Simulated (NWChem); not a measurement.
Everything below was run with NWChem. System: HFSi, charge 0, spin multiplicity 1, at a geometry optimised with PBE0/def2-SVP. The structure started from a generated list of species. Level: CR-CCSD(T)/def2-SVP, 6 core orbitals frozen.

Job file:

```
start mol
memory heap 100 mb stack 700 mb global 1900 mb
geometry units angstroms nocenter noautoz
  Si    -0.456019     0.403674     0.000000
  H      0.553675     1.575429     0.000000
  F      0.647844    -0.802985     0.000000
  symmetry group Cs
end
basis spherical
  * library def2-svp
end
scf
  rhf
  nopen 0
  maxiter 100
  thresh 1e-7
  semidirect memsize 60000000 filesize 0
end
tce
  freeze core 6
  cr-ccsd(t)
  2eorb
  2emet 13
  thresh 1e-6
  maxiter 100
  tilesize 24
end
task tce energy
```

NWChem printed:

```
             Northwest Computational Chemistry Package (NWChem) 7.3.0
             --------------------------------------------------------

                                NWChem Input Module
                                -------------------

 Scaling coordinates for geometry "geometry" by  1.889725989
 (inverse scale =  0.529177249)

 Turning off AUTOSYM since
 SYMMETRY directive was detected!

                             Geometry "geometry" -> ""
                             -------------------------

 Output coordinates in angstroms (scale by  1.889725989 to convert to a.u.)

  No.       Tag          Charge          X              Y              Z
 ---- ---------------- ---------- -------------- -------------- --------------
    1 Si                  14.0000    -0.45601900     0.40367400     0.00000000
    2 H                    1.0000     0.55367500     1.57542900     0.00000000
    3 F                    9.0000     0.64784400    -0.80298500     0.00000000

 Effective nuclear repulsion energy (a.u.)      47.5611188159

            Nuclear Dipole moment (a.u.)
            ----------------------------
        X                 Y               Z
 ---------------- ---------------- ----------------
     0.0000094486    -0.0000000000     0.0000000000

      Symmetry information
      --------------------

 Group name             Cs
 Group number              2
 Group order               2
 No. of unique centers     3

      Symmetry unique atoms

     1    2    3


 Summary of "ao basis" -> "" (spherical)
 ------------------------------------------------------------------------------
       Tag                 Description            Shells   Functions and Types
 ---------------- ------------------------------  ------  ---------------------
 *                          def2-svp                  on all atoms

 Summary of "ao basis" -> "ao basis" (spherical)
 ------------------------------------------------------------------------------
       Tag                 Description            Shells   Functions and Types
 ---------------- ------------------------------  ------  ---------------------
[...]
      Symmetry adaption is : on
         Schwarz screening : 0.10D-09

          Correlation Information
          -----------------------
          Calculation type : Coupled-cluster singles & doubles w/ perturbation
   Perturbative correction : Completely renormalized (T)
            Max iterations :      100
        Residual threshold : 0.10D-05
     T(0) DIIS level shift : 0.00D+00
     L(0) DIIS level shift : 0.00D+00
     T(1) DIIS level shift : 0.00D+00
     L(1) DIIS level shift : 0.00D+00
     T(R) DIIS level shift : 0.00D+00
     T(I) DIIS level shift : 0.00D+00
   CC-T/L Amplitude update :  5-th order DIIS
                I/O scheme : Global Array Library
        L-threshold :  0.10D-05
        EOM-threshold :  0.10D-05
 no EOMCCSD initial starts read in
 TCE RESTART OPTIONS
 SLICE:      F
 D4D5:       F
 quantumc:   F
 qrotation:  F
 pwtce:      F
 qducc:      F
 nacto:                         0
 nrotv:                         0
 nrot:                          0

            Memory Information
            ------------------
          Available GA space size is     249035431 doubles
          Available MA space size is     104855252 doubles

 Maximum block size supplied by input
 Maximum block size        24 doubles

 tile_dim =     17

 -------------------------------------------------
   1    alpha     a'     5 doubles       0       1
   2    alpha     a"     1 doubles       5       2
   3    beta      a'     5 doubles       6       1
   4    beta      a"     1 doubles      11       2
   5    alpha     a'    17 doubles      12       5
   6    alpha     a"     8 doubles      29       6
   7    beta      a'    17 doubles      37       5
   8    beta      a"     8 doubles      54       6

 Global array virtual files algorithm will be used

 Parallel file system coherency ......... OK

 4-electron integrals stored in orbital form

 v2    file size   =           188965
 4-index algorithm nr.  13 is used
 imaxsize =       30
 imaxsize ichop =        0


CCSD iterations
 ---------------------------------------------------------
 Iter          Residuum       Correlation     Cpu    Wall
 ---------------------------------------------------------
    1   0.1302415393404  -0.2674735360033     0.0     0.0
    2   0.0391519377104  -0.2791097000641     0.0     0.0
    3   0.0153145852765  -0.2855914795298     0.0     0.0
    4   0.0073829678581  -0.2871815354234     0.0     0.0
    5   0.0036114251530  -0.2880242370961     0.0     0.0
    6   0.0012135229742  -0.2885003517479     0.0     0.0
    7   0.0006283504506  -0.2885992803019     0.0     0.0
    8   0.0003560969516  -0.2886124813382     0.0     0.0
    9   0.0002212310143  -0.2886173799366     0.0     0.0
   10   0.0001347226477  -0.2886244499630     0.0     0.0
   11   0.0000249325300  -0.2886314101631     0.0     0.0
   12   0.0000114239638  -0.2886328860839     0.0     0.0
   13   0.0000061491548  -0.2886335024460     0.0     0.0
   14   0.0000036176781  -0.2886334731345     0.0     0.0
   15   0.0000022017568  -0.2886335332847     0.0     0.0
   16   0.0000005303291  -0.2886334955281     0.0     0.0
 -----------------------------------------------------------------
 Iterations converged
 CCSD correlation energy / hartree =        -0.288633495528134
 CCSD total energy / hartree       =      -389.060858872500603

 Singles contributions

 Doubles contributions
 CR-CCSD(T)

 CR-CCSD[T]  correction energy / hartree =        -0.005061412072193
 CR-CCSD[T] correlation energy / hartree =        -0.293694907600328
 CR-CCSD[T] total energy / hartree       =      -389.065920284572769
 CR-CCSD(T)  correction energy / hartree =        -0.004348644684870
 CR-CCSD(T) correlation energy / hartree =        -0.292982140213004
 CR-CCSD(T) total energy / hartree       =      -389.065207517185456

 Task  times  cpu:        2.4s     wall:        2.4s

 Total times  cpu:        2.5s     wall:        2.5s
```
